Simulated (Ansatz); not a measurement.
One geometry of B(NH2tBu)Me3 (C₇H₂₀BN), several levels of theory.

```yaml
crystal:
  periodic: [false, false, false]
  atoms:
    - {symbol: B, position_ang: [-0.386580, -0.595189, -1.285350]}
    - {symbol: N, position_ang: [-0.303551, -0.496922, 0.426018]}
    - {symbol: C, position_ang: [0.347622, 0.531542, 1.313349]}
    - {symbol: C, position_ang: [0.071738, 0.119947, 2.764760]}
    - {symbol: C, position_ang: [1.851828, 0.543094, 1.053104]}
    - {symbol: C, position_ang: [-0.264718, 1.901314, 1.033318]}
    - {symbol: H, position_ang: [-1.291195, -0.553437, 0.696309]}
    - {symbol: H, position_ang: [0.082666, -1.411465, 0.683090]}
    - {symbol: H, position_ang: [-1.010816, 0.092381, 2.974405]}
    - {symbol: H, position_ang: [0.529048, 0.837515, 3.462948]}
    - {symbol: H, position_ang: [0.492231, -0.875702, 2.985078]}
    - {symbol: H, position_ang: [2.290579, -0.458576, 1.192292]}
    - {symbol: H, position_ang: [2.079021, 0.875287, 0.032495]}
    - {symbol: H, position_ang: [2.341401, 1.227659, 1.762463]}
    - {symbol: H, position_ang: [-0.035488, 2.240368, 0.015269]}
    - {symbol: H, position_ang: [-1.360769, 1.881988, 1.148004]}
    - {symbol: H, position_ang: [0.137543, 2.636053, 1.747368]}
    - {symbol: C, position_ang: [1.111109, -0.723753, -1.892853]}
    - {symbol: H, position_ang: [1.747055, -1.470176, -1.378870]}
    - {symbol: H, position_ang: [1.679632, 0.222348, -1.932966]}
    - {symbol: H, position_ang: [1.029480, -1.069010, -2.939192]}
    - {symbol: C, position_ang: [-1.232542, 0.666341, -1.854189]}
    - {symbol: H, position_ang: [-1.527278, 0.441333, -2.894977]}
    - {symbol: H, position_ang: [-0.677110, 1.619617, -1.899282]}
    - {symbol: H, position_ang: [-2.177435, 0.861129, -1.310703]}
    - {symbol: C, position_ang: [-1.219515, -1.991202, -1.428360]}
    - {symbol: H, position_ang: [-2.230846, -1.960027, -0.975523]}
    - {symbol: H, position_ang: [-0.698884, -2.871771, -1.001250]}
    - {symbol: H, position_ang: [-1.374237, -2.220717, -2.496747]}
basis:
  gaussian: {orbitals: def2-TZVP, initial_orbitals: start.molden}
hamiltonian: {xc: pbe0, dispersion: d4}
scf: {omitted_lower_state_checks: [starts]}
output: {forces: true, orbitals: {seedname: orbitals}}
```

The file start.molden holds the orbitals of an earlier run on this structure, at another level or in another basis.

```sh
$ ansatz run in.yaml --threads 4 --pin off --events-out ev --progress --plain --max-ram 6963MiB
```

Output, abridged:

```
Functional definition: PBE0
  name "PBE0"
  cite "Adamo & Barone, J. Chem. Phys. 110, 6158 (1999) doi:10.1063/1.478522"
  cite "Perdew, Burke & Ernzerhof, Phys. Rev. Lett. 77, 3865 (1996) doi:10.1103/PhysRevLett.77.3865"
  parent pbe
  parameter a = 0.25
  parameter kappa = 0.804
  parameter beta = 0.06672455060314922
  exchange = (1 - a)*pbe_x(kappa = kappa, mu = beta*pi^2/3) + a*exact_x
  correlation = pbe_c(beta = beta)
these checks for a lower state are left out or cut short: starts
2464 factors; their error is unknown
mean field evaluation 1: about -9739.7531 eV, gradient 1.4e2 eV
mean field evaluation 2: about -9744.5060 eV, gradient 4.2e0 eV
mean field evaluation 4: about -9744.4994 eV, gradient 7.7e-1 eV
mean field evaluation 8: about -9744.5002 eV, gradient 1.5e-5 eV
mean field -9744.50023946 eV, -358.1037787405 hartree, gradient 1.5e-5 eV, S^2 0.000000; 0 other end points of the search recorded, 0 dependent functions left out
the calculation of the forces begins
reference -9744.50028488 eV, -358.1037804099 hartree; 37, 37 occupied and 362, 362 virtual orbitals, 2464 factors
Total energy: -9745.14794059 eV, -358.1275813182 hartree
Atom 0 at    -0.386580    -0.595189    -1.285350 Å, force     0.009742     0.014317     0.104210 eV/Å
Atom 1 at    -0.303551    -0.496922     0.426018 Å, force    -0.082100    -0.127648     0.148110 eV/Å
Atom 2 at     0.347622     0.531542     1.313349 Å, force    -0.042832    -0.070640    -0.041710 eV/Å
Atom 3 at     0.071738     0.119947     2.764760 Å, force    -0.007730    -0.009554     0.083012 eV/Å
Atom 4 at     1.851828     0.543094     1.053104 Å, force     0.077181     0.005850    -0.015532 eV/Å
Atom 5 at    -0.264718     1.901314     1.033318 Å, force    -0.025866     0.071783    -0.017246 eV/Å
Atom 6 at    -1.291195    -0.553437     0.696309 Å, force     0.283046     0.053137    -0.075625 eV/Å
Atom 7 at     0.082666    -1.411465     0.683090 Å, force    -0.076677     0.278278    -0.074104 eV/Å
Atom 8 at    -1.010816     0.092381     2.974405 Å, force     0.290050     0.008894    -0.067252 eV/Å
Atom 9 at     0.529048     0.837515     3.462948 Å, force    -0.118072    -0.184475    -0.201632 eV/Å
Atom 10 at     0.492231    -0.875702     2.985078 Å, force    -0.112945     0.268005    -0.069900 eV/Å
Atom 11 at     2.290579    -0.458576     1.192292 Å, force    -0.122986     0.271259    -0.031268 eV/Å
Atom 12 at     2.079021     0.875287     0.032495 Å, force    -0.068552    -0.097342     0.289712 eV/Å
Atom 13 at     2.341401     1.227659     1.762463 Å, force    -0.140715    -0.182686    -0.184648 eV/Å
Atom 14 at    -0.035488     2.240368     0.015269 Å, force    -0.064053    -0.100085     0.289705 eV/Å
Atom 15 at    -1.360769     1.881988     1.148004 Å, force     0.300624     0.002860    -0.026506 eV/Å
Atom 16 at     0.137543     2.636053     1.747368 Å, force    -0.101330    -0.204952    -0.186914 eV/Å
Atom 17 at     1.111109    -0.723753    -1.892853 Å, force     0.130754    -0.023492    -0.117765 eV/Å
Atom 18 at     1.747055    -1.470176    -1.378870 Å, force    -0.168802     0.200580    -0.130824 eV/Å
Atom 19 at     1.679632     0.222348    -1.932966 Å, force    -0.158972    -0.253497     0.019807 eV/Å
Atom 20 at     1.029480    -1.069010    -2.939192 Å, force     0.023642     0.088861     0.270006 eV/Å
Atom 21 at    -1.232542     0.666341    -1.854189 Å, force    -0.087335     0.103696    -0.115788 eV/Å
Atom 22 at    -1.527278     0.441333    -2.894977 Å, force     0.072871     0.059483     0.269941 eV/Å
Atom 23 at    -0.677110     1.619617    -1.899282 Å, force    -0.146667    -0.262348     0.022108 eV/Å
Atom 24 at    -2.177435     0.861129    -1.310703 Å, force     0.250568    -0.052106    -0.136677 eV/Å
Atom 25 at    -1.219515    -1.991202    -1.428360 Å, force    -0.084590    -0.142554    -0.064434 eV/Å
Atom 26 at    -2.230846    -1.960027    -0.975523 Å, force     0.262906    -0.003255    -0.114431 eV/Å
Atom 27 at    -0.698884    -2.871771    -1.001250 Å, force    -0.129877     0.230930    -0.108545 eV/Å
Atom 28 at    -1.374237    -2.220717    -2.496747 Å, force     0.038717     0.056700     0.284189 eV/Å
Dipole moment:     0.108869     0.154346     1.002313 e Å
Checks for a lower state left out: starts
```

It took 33 s on 4 threads of Arm Neoverse N1 on a shared host, peak host memory 1.9 GiB.

First input, but with `gaussian: {orbitals: def2-SVP, initial_orbitals: start.molden}`, `output: {orbitals: {seedname: orbitals}}` (abridged; 11 s):

```
Functional definition: PBE0
mean field -9734.22266795 eV, -357.7260849539 hartree, gradient 2.2e-5 eV, S^2 0.000000
Total energy: -9734.87035802 eV, -357.7498871250 hartree
Checks for a lower state left out: starts
```

First input, but with `gaussian: {orbitals: def2-SVP, initial_orbitals: start.molden}`, `hamiltonian: {xc: pbe}`, `correlation: {method: rpa}` and without the key `output` (abridged; 17 s):

```
Functional definition: PBE
mean field -9731.93530679 eV, -357.6420259818 hartree, gradient 2.4e-6 eV, S^2 0.000000
9 core orbitals not correlated: weight in the atoms' cores, before any rotation towards them, 1.000 or more for the frozen orbitals, at most 0.000 for the correlated occupied ones
Total energy: -9735.33408885 eV, -357.7669289186 hartree
Checks for a lower state left out: starts
```

As the first input, with `gaussian: {orbitals: STO-3G}`, `hamiltonian: {xc: hf}`, `output: {orbitals: {seedname: orbitals}}` (abridged; 0.75 s):

```
Functional definition: HF
mean field -9569.47353933 eV, -351.6716661484 hartree, gradient 1.6e-5 eV, S^2 0.000000
Total energy: -9569.47353933 eV, -351.6716661484 hartree
Checks for a lower state left out: starts
```

The first input with `hamiltonian: {xc: {name: B2PLYP}}` and without the key `output` (abridged; 39 s):

```
Functional definition: B2PLYP
mean field -9732.98121227 eV, -357.6804622993 hartree, gradient 5.0e-6 eV, S^2 0.000000
9 core orbitals not correlated: weight in the atoms' cores, before any rotation towards them, 1.000 or more for the frozen orbitals, at most 0.000 for the correlated occupied ones
second order -51.11603928 eV of doubles, -0.00000000 eV of singles
Total energy: -9746.78279174 eV, -358.1876609896 hartree
Checks for a lower state left out: starts
```

Geometry: r2SCAN-D4/def2-SVP.

Correlated methods freeze 9 core orbitals.
